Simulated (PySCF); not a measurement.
HCu, charge +1, doublet, geometry from GFN2-xTB (such geometries of metal compounds can be far from the true shape) (the multiplicity is a formal guess); PySCF with CASSCF(3,5)/6-31G*.

Here is a job for PySCF.
```python
from pyscf import gto, scf, mcscf
import numpy

mol = gto.M(
    atom='''
Cu   -0.00000000   -0.00000000   -0.04926702
H     0.00000000    0.00000000    1.42874350
''',
    basis='6-31g*',
    charge=1,
    spin=1,
    verbose=4,
)

mf = scf.ROHF(mol)
mf.kernel()
mc = mcscf.CASSCF(mf, 5, 3)
mc.fix_spin_(ss=0.75)
mc.kernel()
occ = numpy.linalg.eigvalsh(mc.fcisolver.make_rdm1(mc.ci, mc.ncas, mc.nelecas))[::-1]
ss = mc.fcisolver.spin_square(mc.ci, mc.ncas, mc.nelecas)[0]
print('natural occupations', occ.round(4), ' <S^2>', round(ss, 4))
```

What the program printed (banner, timings and long lists left out):

```
PySCF version 2.14.0

[INPUT] verbose = 4
[INPUT] num. atoms = 2
[INPUT] num. electrons = 29
[INPUT] charge = 1
[INPUT] spin (= nelec alpha-beta = 2S) = 1
[INPUT] symmetry False subgroup None
[INPUT] Mole.unit = angstrom
[INPUT] Symbol           X                Y                Z      unit          X                Y                Z       unit  Magmom
[...]
nuclear repulsion = 10.3829701541502
number of shells = 14
number of NR pGTOs = 101
number of NR cGTOs = 36
basis = 6-31g*
ecp = {}

******** <class 'pyscf.scf.rohf.ROHF'> ********
method = ROHF
initial guess = minao
damping factor = 0
level_shift factor = 0
DIIS = <class 'pyscf.scf.diis.CDIIS'>
diis_start_cycle = 1
diis_space = 8
diis_damp = 0
SCF conv_tol = 1e-09
SCF conv_tol_grad = None
SCF max_cycles = 50
direct_scf = True
direct_scf_tol = 1e-13
num. doubly occ = 14  num. singly occ = 1
Set gradient conv threshold to 3.16228e-05
init E= -1638.59943049998
[...]
cycle= 1 E= -1638.8308189064  delta_E= -0.231  |g|= 0.414  |ddm|= 0.666
[...]
cycle= 2 E= -1638.85467958474  delta_E= -0.0239  |g|= 0.346  |ddm|= 0.425
[...]
cycle= 3 E= -1638.87233711686  delta_E= -0.0177  |g|= 0.118  |ddm|= 0.135
[...]
cycle= 4 E= -1638.87937945075  delta_E= -0.00704  |g|= 0.104  |ddm|= 0.0927
[...]
cycle= 5 E= -1638.89008412799  delta_E= -0.0107  |g|= 0.125  |ddm|= 0.131
[...]
cycle= 6 E= -1638.87589381368  delta_E= 0.0142  |g|= 0.15  |ddm|= 0.163
[...]
cycle= 7 E= -1638.82316333029  delta_E= 0.0527  |g|= 0.468  |ddm|= 0.414
[...]
cycle= 8 E= -1638.81700296348  delta_E= 0.00616  |g|= 0.495  |ddm|= 0.0413
[...]
cycle= 9 E= -1638.81259039381  delta_E= 0.00441  |g|= 0.515  |ddm|= 0.021
[...]
cycle= 10 E= -1638.81077951134  delta_E= 0.00181  |g|= 0.521  |ddm|= 0.0119
[...]
cycle= 11 E= -1638.84614578402  delta_E= -0.0354  |g|= 0.364  |ddm|= 0.209
[...]
cycle= 12 E= -1638.86690857018  delta_E= -0.0208  |g|= 0.193  |ddm|= 0.15
[...]
cycle= 13 E= -1638.86034349782  delta_E= 0.00657  |g|= 0.24  |ddm|= 0.0565
[...]
cycle= 14 E= -1638.88390072124  delta_E= -0.0236  |g|= 0.107  |ddm|= 0.236
[...]
cycle= 15 E= -1638.8778469418  delta_E= 0.00605  |g|= 0.117  |ddm|= 0.0731
[...]
cycle= 16 E= -1638.86061795105  delta_E= 0.0172  |g|= 0.235  |ddm|= 0.185
[...]
cycle= 17 E= -1638.8616276371  delta_E= -0.00101  |g|= 0.244  |ddm|= 0.0352
[...]
cycle= 18 E= -1638.85776232255  delta_E= 0.00387  |g|= 0.243  |ddm|= 0.094
[...]
cycle= 19 E= -1638.82503180819  delta_E= 0.0327  |g|= 0.459  |ddm|= 0.242
[...]
cycle= 20 E= -1638.85606305361  delta_E= -0.031  |g|= 0.263  |ddm|= 0.224
[...]
cycle= 21 E= -1638.84788384725  delta_E= 0.00818  |g|= 0.323  |ddm|= 0.0708
[...]
cycle= 22 E= -1638.87047510582  delta_E= -0.0226  |g|= 0.125  |ddm|= 0.22
[...]
cycle= 23 E= -1638.87553742318  delta_E= -0.00506  |g|=  0.1  |ddm|= 0.0658
[...]
cycle= 24 E= -1638.86425529886  delta_E= 0.0113  |g|= 0.126  |ddm|= 0.158
[...]
cycle= 25 E= -1638.84641564629  delta_E= 0.0178  |g|= 0.229  |ddm|= 0.28
[...]
cycle= 26 E= -1638.85063714129  delta_E= -0.00422  |g|= 0.193  |ddm|= 0.0574
[...]
cycle= 27 E= -1638.85338997693  delta_E= -0.00275  |g|= 0.141  |ddm|= 0.0302
[...]
cycle= 28 E= -1638.85622275626  delta_E= -0.00283  |g|= 0.113  |ddm|= 0.0479
[...]
cycle= 29 E= -1638.84489721558  delta_E= 0.0113  |g|= 0.235  |ddm|= 0.142
[...]
cycle= 30 E= -1638.85522690815  delta_E= -0.0103  |g|= 0.131  |ddm|= 0.129
[...]
cycle= 31 E= -1638.85547945974  delta_E= -0.000253  |g|= 0.114  |ddm|= 0.0144
[...]
cycle= 32 E= -1638.8541172163  delta_E= 0.00136  |g|= 0.0781  |ddm|= 0.0568
[...]
cycle= 33 E= -1638.85222805442  delta_E= 0.00189  |g|= 0.0603  |ddm|= 0.0578
[...]
cycle= 34 E= -1638.86020725782  delta_E= -0.00798  |g|= 0.0641  |ddm|= 0.172
[...]
cycle= 35 E= -1638.78246338424  delta_E= 0.0777  |g|= 0.436  |ddm|= 0.676
[...]
cycle= 36 E= -1638.83860130338  delta_E= -0.0561  |g|= 0.132  |ddm|= 0.338
[...]
cycle= 37 E= -1638.84157390527  delta_E= -0.00297  |g|= 0.109  |ddm|= 0.0356
[...]
cycle= 38 E= -1638.84346630692  delta_E= -0.00189  |g|= 0.0965  |ddm|= 0.0266
[...]
cycle= 39 E= -1638.83787265967  delta_E= 0.00559  |g|= 0.136  |ddm|= 0.0678
[...]
cycle= 40 E= -1638.84170282184  delta_E= -0.00383  |g|= 0.112  |ddm|= 0.0454
[...]
cycle= 41 E= -1638.8424913515  delta_E= -0.000789  |g|= 0.105  |ddm|= 0.00991
[...]
cycle= 42 E= -1638.86218181449  delta_E= -0.0197  |g|= 0.057  |ddm|= 0.368
[...]
cycle= 43 E= -1638.81394583232  delta_E= 0.0482  |g|= 0.274  |ddm|= 0.581
[...]
cycle= 44 E= -1638.81706639795  delta_E= -0.00312  |g|= 0.256  |ddm|= 0.0186
[...]
cycle= 45 E= -1638.84406714547  delta_E= -0.027  |g|= 0.0881  |ddm|= 0.24
[...]
cycle= 46 E= -1638.8049847541  delta_E= 0.0391  |g|= 0.322  |ddm|= 0.304
[...]
cycle= 47 E= -1638.83225345003  delta_E= -0.0273  |g|= 0.163  |ddm|= 0.176
[...]
cycle= 48 E= -1638.84732283857  delta_E= -0.0151  |g|= 0.0682  |ddm|= 0.188
[...]
cycle= 49 E= -1638.83091607408  delta_E= 0.0164  |g|= 0.177  |ddm|= 0.194
[...]
cycle= 50 E= -1638.84527488982  delta_E= -0.0144  |g|= 0.0822  |ddm|= 0.161
SCF not converged.
SCF energy = -1638.84527488982

******** <class 'pyscf.mcscf.mc1step.CASSCF'> ********
CAS (2e+1e, 5o), ncore = 13, nvir = 18
max_cycle_macro = 50
max_cycle_micro = 4
conv_tol = 1e-07
conv_tol_grad = None
orbital rotation max_stepsize = 0.02
orbital rotation threshold for CI restart = 0.01
augmented hessian ah_max_cycle = 30
augmented hessian ah_conv_tol = 1e-12
augmented hessian ah_linear dependence = 1e-14
augmented hessian ah_level shift = 1e-08
augmented hessian ah_start_tol = 2.5
augmented hessian ah_start_cycle = 3
augmented hessian ah_grad_trust_region = 3
kf_trust_region = 3
kf_interval = 4
ci_response_space = 4
ci_grad_trust_region = 3
with_dep4 0
natorb = False
canonicalization = True
sorting_mo_energy = False
ao2mo_level = 2
internal_rotation = False
******** <class 'pyscf.fci.addons.SpinPenaltyFCISolver'> ********
max. cycles = 50
conv_tol = 1e-08
davidson only = True
linear dependence = 1e-12
level shift = 0.001
max iter space = 12
nroots = 1
pspace_size = 400
[...]
CASCI E = -1638.84555953577  S^2 = 0.7500000
[...]
               |grad[o]|=0.00814  |grad[c]|=0.0111  |ddm|=0.00647  |maxRot[o]|=0.312
macro iter   7 ( 21 JK    4 micro), CASSCF E = -1638.92346249082  dE = -4.12171409e-03  S^2 = 0.7500000
               |grad[o]|=0.0121  |grad[c]|=0.0144  |ddm|=0.00731  |maxRot[o]|=0.313
macro iter   8 ( 21 JK    4 micro), CASSCF E = -1638.92914190324  dE = -5.67941242e-03  S^2 = 0.7500000
               |grad[o]|=0.0182  |grad[c]|=0.0116  |ddm|=0.00396  |maxRot[o]|=0.313
macro iter   9 ( 21 JK    4 micro), CASSCF E = -1638.93284423700  dE = -3.70233376e-03  S^2 = 0.7500000
               |grad[o]|=0.0144  |grad[c]|=0.00749  |ddm|=0.0143  |maxRot[o]|= 0.31
macro iter  10 ( 21 JK    4 micro), CASSCF E = -1638.93336215233  dE = -5.17915332e-04  S^2 = 0.7500000
               |grad[o]|=0.00551  |grad[c]|=0.00375  |ddm|=0.0157  |maxRot[o]|=0.224
macro iter  11 ( 21 JK    4 micro), CASSCF E = -1638.93337790172  dE = -1.57493891e-05  S^2 = 0.7500000
               |grad[o]|=0.00351  |grad[c]|=0.0146  |ddm|=0.0423  |maxRot[o]|=0.0196
macro iter  12 ( 21 JK    4 micro), CASSCF E = -1638.93336508940  dE =  1.28123163e-05  S^2 = 0.7500000
               |grad[o]|=0.00333  |grad[c]|=0.0142  |ddm|=0.0438  |maxRot[o]|=0.0145
macro iter  13 ( 21 JK    4 micro), CASSCF E = -1638.93340300787  dE = -3.79184648e-05  S^2 = 0.7500000
               |grad[o]|=0.00347  |grad[c]|=0.00124  |ddm|=0.0115  |maxRot[o]|=0.0268
macro iter  14 ( 21 JK    4 micro), CASSCF E = -1638.93340617180  dE = -3.16393312e-06  S^2 = 0.7500000
               |grad[o]|=0.00198  |grad[c]|=0.00516  |ddm|=0.0216  |maxRot[o]|=0.0571
macro iter  15 ( 17 JK    4 micro), CASSCF E = -1638.93342216618  dE = -1.59943786e-05  S^2 = 0.7500000
               |grad[o]|=0.00192  |grad[c]|=0.00867  |ddm|=0.0216  |maxRot[o]|=0.0581
macro iter  16 (  7 JK    2 micro), CASSCF E = -1638.93344190407  dE = -1.97378938e-05  S^2 = 0.7500000
               |grad[o]|=0.00122  |grad[c]|=0.0071  |ddm|=0.0311  |maxRot[o]|=0.0602
macro iter  17 (  7 JK    2 micro), CASSCF E = -1638.93347430367  dE = -3.23996007e-05  S^2 = 0.7500000
               |grad[o]|=0.00131  |grad[c]|=0.00851  |ddm|=0.0357  |maxRot[o]|=0.0649
macro iter  18 (  7 JK    2 micro), CASSCF E = -1638.93352145929  dE = -4.71556170e-05  S^2 = 0.7500000
               |grad[o]|=0.00145  |grad[c]|=0.0095  |ddm|=0.0401  |maxRot[o]|=0.0674
macro iter  19 (  7 JK    2 micro), CASSCF E = -1638.93358425017  dE = -6.27908851e-05  S^2 = 0.7500000
               |grad[o]|=0.0016  |grad[c]|=0.0101  |ddm|=0.0438  |maxRot[o]|=0.0686
macro iter  20 (  7 JK    2 micro), CASSCF E = -1638.93366258541  dE = -7.83352393e-05  S^2 = 0.7500000
               |grad[o]|=0.00174  |grad[c]|=0.0105  |ddm|=0.0476  |maxRot[o]|=0.0693
macro iter  21 (  7 JK    2 micro), CASSCF E = -1638.93375481178  dE = -9.22263632e-05  S^2 = 0.7500000
               |grad[o]|=0.00181  |grad[c]|=0.0107  |ddm|=0.0513  |maxRot[o]|=0.0696
macro iter  22 (  7 JK    2 micro), CASSCF E = -1638.93385763340  dE = -1.02821628e-04  S^2 = 0.7500000
               |grad[o]|=0.00178  |grad[c]|=0.0108  |ddm|=0.0545  |maxRot[o]|=0.0698
macro iter  23 (  7 JK    2 micro), CASSCF E = -1638.93396611480  dE = -1.08481395e-04  S^2 = 0.7500000
               |grad[o]|=0.00163  |grad[c]|=0.0109  |ddm|=0.0557  |maxRot[o]|=0.0698
macro iter  24 (  7 JK    2 micro), CASSCF E = -1638.93407505570  dE = -1.08940896e-04  S^2 = 0.7500000
               |grad[o]|=0.00141  |grad[c]|=0.0109  |ddm|=0.0567  |maxRot[o]|=0.0699
macro iter  25 (  7 JK    2 micro), CASSCF E = -1638.93417828242  dE = -1.03226724e-04  S^2 = 0.7500000
               |grad[o]|=0.0013  |grad[c]|=0.0108  |ddm|=0.0577  |maxRot[o]|=0.0699
macro iter  26 (  7 JK    2 micro), CASSCF E = -1638.93427003729  dE = -9.17548684e-05  S^2 = 0.7500000
               |grad[o]|=0.00163  |grad[c]|=0.0108  |ddm|=0.059  |maxRot[o]|=0.0699
macro iter  27 (  7 JK    2 micro), CASSCF E = -1638.93434515404  dE = -7.51167561e-05  S^2 = 0.7500000
               |grad[o]|=0.00241  |grad[c]|=0.0105  |ddm|=0.0595  |maxRot[o]|=0.0694
macro iter  28 (  7 JK    2 micro), CASSCF E = -1638.93439605372  dE = -5.08996739e-05  S^2 = 0.7500000
               |grad[o]|=0.00345  |grad[c]|=0.0083  |ddm|=0.0513  |maxRot[o]|=0.068
macro iter  29 ( 19 JK    4 micro), CASSCF E = -1638.93441981924  dE = -2.37655270e-05  S^2 = 0.7500000
               |grad[o]|=0.00431  |grad[c]|=0.0172  |ddm|=0.0575  |maxRot[o]|=0.145
macro iter  30 (  7 JK    2 micro), CASSCF E = -1638.93444685927  dE = -2.70400271e-05  S^2 = 0.7500000
               |grad[o]|=0.00132  |grad[c]|=0.00996  |ddm|=0.0269  |maxRot[o]|=0.0699
macro iter  31 ( 16 JK    4 micro), CASSCF E = -1638.93445071147  dE = -3.85220301e-06  S^2 = 0.7500000
               |grad[o]|=0.00165  |grad[c]|=0.00179  |ddm|=0.00888  |maxRot[o]|=0.0401
macro iter  32 ( 21 JK    4 micro), CASSCF E = -1638.93445230043  dE = -1.58895637e-06  S^2 = 0.7500000
               |grad[o]|=0.00104  |grad[c]|=0.000184  |ddm|=0.000191  |maxRot[o]|=0.00761
macro iter  33 (  9 JK    2 micro), CASSCF E = -1638.93445252687  dE = -2.26443490e-07  S^2 = 0.7500000
               |grad[o]|=0.000749  |grad[c]|=0.000197  |ddm|=0.000528  |maxRot[o]|=0.00486
macro iter  34 ( 10 JK    2 micro), CASSCF E = -1638.93445260804  dE = -8.11626251e-08  S^2 = 0.7500000
               |grad[o]|=0.000471  |grad[c]|=0.000126  |ddm|=0.000356  |maxRot[o]|=0.00481
macro iter  35 (  4 JK    1 micro), CASSCF E = -1638.93445261731  dE = -9.27775545e-09  S^2 = 0.7500000
               |grad[o]|=7.13e-05  |grad[c]|=4.85e-05  |ddm|=0.000187  |maxRot[o]|=0.000932
1-step CASSCF converged in  35 macro (488 JK 105 micro) steps
CASSCF canonicalization
Density matrix diagonal elements [1.99417986e+00 9.69086376e-01 3.16964927e-02 3.87500427e-03
 1.16226633e-03]
CASSCF energy = -1638.93445261731
CASCI E = -1638.93445261731  E(CI) = -6.17272078267524  S^2 = 0.7500000
natural occupations [1.9949e+00 9.9820e-01 4.7000e-03 1.9000e-03 3.0000e-04]  <S^2> 0.75
```

The run did not converge; its last values are not results.
